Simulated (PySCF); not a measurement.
**Mn¹²⁺ (manganese, charge +12): UHF calculation**

Configuration: [Ne] 3s2 3p1, 2P determinant. Computed with PySCF 2.14 in an even-tempered Gaussian basis (19 s from 0.59 bohr⁻², ratio 2.5; 12 p from 0.76 bohr⁻², ratio 2.5; 5 d from 4.4 bohr⁻², ratio 2.7; 4 f from 6.6 bohr⁻², ratio 2.7), with the spin-free X2C one-electron Hamiltonian (Gaussian nucleus).

```json
{"Total energy": "-1096.951615 hartree", "One-electron energy": "-1336.8602 hartree", "Hartree (Coulomb) energy": "281.8825 hartree", "Exchange energy": "-41.9739 hartree", "⟨S²⟩": "0.7535", "⟨L²⟩": "2.010", "Sum of ⟨r⟩": "4.336 bohr", "Sum of ⟨r²⟩": "2.467 bohr²", "Traceless quadrupole moment −½Σ⟨3z² − r²⟩ along its main axis": "-0.247 e·bohr²"}
```

```tsv
shell	electrons	mean orbital energy (eV)	spread (eV)	rms radius, mean of both spins (bohr)
1s α	1	-6947.2	0	0.0703
1s β	1	-6945.8	0	0.0703
2s α	1	-1137.6	0	0.298
2s β	1	-1136.6	0	0.298
2p α	3	-1012.5	1.951	0.269
2p β	3	-1010.5	2.411	0.269
3s α	1	-375.33	0	0.783
3s β	1	-367.86	0	0.783
3p α	1	-341.84	0	0.785
```

Densities and radii are taken from the X2C orbitals without a picture-change correction, which distorts them close to the nucleus.

Spin-orbit constants ζ (cm⁻¹) from the X2C one-electron operator on these orbitals: bare nucleus, nucleus screened by l(l+1)(2l+1)/3 electrons, and screened by the Breit-Pauli mean field of the electrons.

```
shell   bare  screened nucleus  mean field
   2p  61010             56130       54010
   3p  11060             10170        9770
```

To first order the Landé constant is A = 9770 cm⁻¹, so the lowest level has J = 1/2 and lies 1.21 eV below the centre of the term.
